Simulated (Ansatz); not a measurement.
CeO2 (SMILES [O]=[Ce]=[O]) moved off its minimum; all values from Ansatz (a first-principles code), cores frozen in correlated methods. Elements past Kr take the def2 small-core potentials, without spin–orbit coupling.
(charge 0, multiplicity 1)
```xyz
3

Ce     0.06832    -0.06352     0.04555
O      1.02321     0.44698    -1.34593
O     -1.60256     0.09713     0.71347
```

Task: Give the forces (eV/Å), the total energy and the dipole at CCSD(T)/def2-TZVPP.

Result: 
| atom | Fx | Fy | Fz |
|---|---|---|---|
| Ce1 | 0.047 | -1.387 | 2.300 |
| O2 | 1.507 | 1.081 | -2.657 |
| O3 | -1.554 | 0.307 | 0.358 |
Energy -624.0330 hartree, dipole 4.08 D.
